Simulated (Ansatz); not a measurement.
Molecule: sum formula BN2H3Cl, net charge 0, doublet state. It need not be the lowest isomer of its formula. 
Geometry from a B3LYP-D3(BJ)/def2-TZVP (Ansatz, a first-principles code) optimisation:
SMILES: B(Cl)([NH])N
```xyz
7

B      0.0466    -0.3602     0.3206
Cl    -0.0317     0.9826    -0.8726
N      1.3477    -0.7143     0.8095
N     -1.1355    -0.9308     0.7883
H      2.0028    -1.0704     0.1146
H     -2.0415    -0.6619     0.4460
H     -1.1416    -1.6556     1.4858
```
Charge 0, spin multiplicity 2.

Basis-set convergence of Hartree-Fock and CCSD correlation energies (hartree) with Ansatz. Correlated levels leave the core frozen unless marked. Open shells are spin-unrestricted. Spin-orbit coupling is left out. Non-relativistic.

```json
[
 {"basis": "cc-pV(D+d)Z", "functions": "80", "E(HF)": "-594.92792", "E(corr, CCSD)": "-0.55929"},
 {"basis": "cc-pV(T+d)Z", "functions": "171", "E(HF)": "(withheld)", "E(corr, CCSD)": "(withheld)"}
]
```

### Question
Fill in the missing entries.

### Answer

- cc-pV(T+d)Z, E(HF): -594.98324
- cc-pV(T+d)Z, E(corr, CCSD): -0.70418
